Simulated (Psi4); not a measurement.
isobutene (C$_{4}$H$_{8}$), singlet, at a GFN2-xTB geometry. Base run: Psi4 1.11 with B3LYP/def2-SV(P).

Here is a job for Psi4.
```
memory 2 GB

molecule {
0 1
C    -0.00358310   -0.00726810    1.44953113
C    -0.00031404   -0.00063701    0.12704302
H    -0.00279626    0.90390212    2.02374365
H    -0.00718605   -0.92415062    2.01456675
C     0.00471228    1.26727735   -0.67219236
H     0.00522655    2.14004904   -0.02485143
H     0.88583506    1.30548006   -1.31233657
H    -0.87305594    1.30972549   -1.31666310
C    -0.00135772   -1.26047284   -0.68488177
H    -0.00505058   -2.13969210   -0.04633590
H    -0.87930414   -1.29223249   -1.32972503
H     0.87958687   -1.29647792   -1.32539850
}

set {
  basis def2-sv(p)
}

energy('b3lyp')
print_variables()
```

Each row names what was changed in the base input (with any setting that the change needs).

```json
[
 {"change": "base", "ΔE vs base (mEh)": "0.000", "SCF cycles": "8", "grid points": "256143", "basis functions": "72"},
 {"change": "basis_guess = sto-3g", "ΔE vs base (mEh)": "0.000", "SCF cycles": "7", "grid points": "256143", "basis functions": "72"},
 {"change": "scf_type = dfdirj+link", "ΔE vs base (mEh)": "-0.024", "SCF cycles": "8", "grid points": "256143", "basis functions": "72"},
 {"change": "guess = core", "ΔE vs base (mEh)": "0.000", "SCF cycles": "11", "grid points": "256143", "basis functions": "72"},
 {"change": "df_basis_scf = cc-pvtz-jkfit", "ΔE vs base (mEh)": "-0.010", "SCF cycles": "8", "grid points": "256143", "basis functions": "72"},
 {"change": "damping_percentage = 20", "ΔE vs base (mEh)": "-0.001", "SCF cycles": "18", "grid points": "256143", "basis functions": "72"},
 {"change": "dft_pruning_scheme = treutler", "ΔE vs base (mEh)": "0.027", "SCF cycles": "8", "grid points": "140471", "basis functions": "72"},
 {"change": "d_convergence = 1e-10", "ΔE vs base (mEh)": "0.000", "SCF cycles": "13", "grid points": "256143", "basis functions": "72"},
 {"change": "guess = sap", "ΔE vs base (mEh)": "0.000", "SCF cycles": "10", "grid points": "256143", "basis functions": "72"},
 {"change": "dft_spherical_points = 194", "ΔE vs base (mEh)": "0.021", "SCF cycles": "8", "grid points": "164877", "basis functions": "72"},
 {"change": "guess = sapgau", "ΔE vs base (mEh)": "0.000", "SCF cycles": "9", "grid points": "256143", "basis functions": "72"},
 {"change": "guess = modhuckel", "ΔE vs base (mEh)": "0.000", "SCF cycles": "9", "grid points": "256143", "basis functions": "72"},
 {"change": "scf_type = direct", "ΔE vs base (mEh)": "0.054", "SCF cycles": "10", "grid points": "256143", "basis functions": "72"}
]
```
